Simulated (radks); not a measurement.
Species: V9+. Configuration: [Ne] 3s2 3p2.

Calculated with a radial shooting solver on a logarithmic mesh with Libxc functionals: non-relativistic Kohn-Sham, TPSS, spin-polarised, spherical densities, point nucleus; open shells are filled with parallel spins first; meta-GGA in the generalised Kohn-Sham scheme.

Energy parts (eV):
| part | energy |
|---|---|
| total | -24865.124 |
| kinetic | 24850.869 |
| electron-nucleus | -55967.290 |
| Hartree | 7316.843 |
| exchange-correlation | -1065.548 |

Orbitals (lengths in bohr, moments of r in powers of bohr; <r^-3> diverges for s and p1/2; r(90%) holds 90 % of the orbital's charge):
| orbital | occ. | eigenvalue (eV) | r(90%) | <r^-3> |
|---|---|---|---|---|
| 1s up | 1 | -5552.797 | 0.119 | - |
| 1s down | 1 | -5551.609 | 0.119 | - |
| 2s up | 1 | -804.0937 | 0.478 | - |
| 2s down | 1 | -803.2358 | 0.477 | - |
| 2p up | 3 | -710.8387 | 0.447 | 305.9 |
| 2p down | 3 | -709.4700 | 0.446 | 305.5 |
| 3s up | 1 | -244.6394 | 1.23 | - |
| 3s down | 1 | -238.0651 | 1.24 | - |
| 3p up | 2 | -216.9600 | 1.26 | 52.16 |
| 3p down | 0 | -210.6796 | 1.27 | 51.75 |

The highest occupied level is 3p up at -216.96 eV. The density falls to 0.001 e/bohr^3 at r = 1.97 bohr. The electron density at the nucleus is 8219 e/bohr^3. Summed over all electrons, <r^2> = 4.070 bohr^2, which gives a Langevin (diamagnetic) susceptibility term of -3.22 x 10^-6 cm^3/mol. For comparison, the ionisation energy in NIST's Atomic Spectra Database is 230.5 eV (semi-empirical). In exact Kohn-Sham theory the highest level is minus the ionisation energy, but local and semilocal functionals leave it too shallow, through self-interaction and a potential that decays too fast; potentials with the right tail come closer. Virial ratio -V/T = 2.00057. The spin density at the nucleus is 0.3424 e/bohr^3 (1s -0.5399, 2s 0.2942, 3s 0.5881), a Fermi contact field of 18 T.
